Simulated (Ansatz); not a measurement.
Calculated with Ansatz (gas phase, PBE0-D4/def2-TZVP geometries, no zero-point term in ΔE). CBS: MP2 limit from def2 TZ/QZ plus the TZ coupled-cluster correction, frozen cores. Elements past krypton have def2 core potentials. For Te outer-core shells are correlated without core-valence functions, which leaves a few kJ/mol of doubt a bond. Each species was taken in one conformer, which may not be the lowest.

`C=N[SiH2][TeH]` + `O[SiH](F)[SiH3]` → `[SiH3][SiH2][TeH]` + `C=N[SiH](O)F`  (redistribution)

```json
{"species": "`C=N[SiH2][TeH]`", "CCSD(T)/CBS(def2) energy (Eh)": "-652.57205"}
{"species": "`O[SiH](F)[SiH3]`", "CCSD(T)/CBS(def2) energy (Eh)": "-756.23815"}
{"species": "`[SiH3][SiH2][TeH]`", "CCSD(T)/CBS(def2) energy (Eh)": "-849.49595"}
{"species": "`C=N[SiH](O)F`", "CCSD(T)/CBS(def2) energy (Eh)": "-559.32434"}
```

**Question.** Work out ΔE.

**Answer.** ΔE = (-849.49595) + (-559.32434) − (-652.57205) − (-756.23815) = -0.01009 Eh = -0.27 eV.

Largest T1 diagnostic among the species: 0.013.

In def2-TZVPP, CCSD(T) changes the Hartree–Fock value by +0.05 eV (the triples alone add +0.01 eV) and MP2 by +0.06 eV. From PBE to PBE0 (25 % exact exchange), in def2-TZVPP and without D4, ΔE moves by −0.05 eV.
